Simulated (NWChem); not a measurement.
Molecule: C$_{3}$H$_{6}$Si; SMILES C(=C[SiH3])=C

All runs: NWChem. Pople sets run with spherical d functions. All runs use the structure optimised with B3LYP/6-31G* (spherical d). Level: PBE0/6-31G* with SMD (1 M gas to 1 M solution), gas-phase geometry. Reactions with the solvent are ignored.

**Question.** Order these by “cavity-dispersion-structure term (kcal/mol)”, lowest first: water; dimethyl sulfoxide; diethyl ether; acetone.

**Answer.** diethyl ether (-0.4), acetone (0.3), dimethyl sulfoxide (2.1), water (4.4)
